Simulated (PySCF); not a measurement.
## Radial density of In (indium, neutral)

UHF, [Kr] 4d10 5s2 5p1, 2P determinant. Computed with PySCF 2.14 in x2c-TZVPall (8s6p4d2f, 60 functions), with the spin-free X2C one-electron Hamiltonian (Gaussian nucleus).

```json
{"r (bohr)": "0.0272", "4πr²ρ (e/bohr)": "60.10", "4πr²(ρα − ρβ)": "0.0020"}
{"r (bohr)": "0.0458", "4πr²ρ (e/bohr)": "54.84", "4πr²(ρα − ρβ)": "0.0056"}
{"r (bohr)": "0.0770", "4πr²ρ (e/bohr)": "76.71", "4πr²(ρα − ρβ)": "0.0049"}
{"r (bohr)": "0.129", "4πr²ρ (e/bohr)": "66.94", "4πr²(ρα − ρβ)": "-0.0058"}
{"r (bohr)": "0.218", "4πr²ρ (e/bohr)": "59.69", "4πr²(ρα − ρβ)": "0.0029"}
{"r (bohr)": "0.366", "4πr²ρ (e/bohr)": "49.60", "4πr²(ρα − ρβ)": "0.0016"}
{"r (bohr)": "0.616", "4πr²ρ (e/bohr)": "18.99", "4πr²(ρα − ρβ)": "0.0138"}
{"r (bohr)": "1.04", "4πr²ρ (e/bohr)": "18.14", "4πr²(ρα − ρβ)": "-0.0215"}
{"r (bohr)": "1.74", "4πr²ρ (e/bohr)": "4.312", "4πr²(ρα − ρβ)": "0.1152"}
{"r (bohr)": "2.93", "4πr²ρ (e/bohr)": "1.190", "4πr²(ρα − ρβ)": "0.3198"}
{"r (bohr)": "4.93", "4πr²ρ (e/bohr)": "0.2345", "4πr²(ρα − ρβ)": "0.1467"}
{"r (bohr)": "8.30", "4πr²ρ (e/bohr)": "0.008525", "4πr²(ρα − ρβ)": "0.0080"}
```

Densities and radii are taken from the X2C orbitals without a picture-change correction, which distorts them close to the nucleus.

Problem. Where is the radial spin density 4πr²(ρα − ρβ) most negative, and why is it negative at all?

Solution. Around r = 1.04 bohr, down to -0.0215 e/bohr: exchange with the open shell polarises the paired shells in an unrestricted calculation.
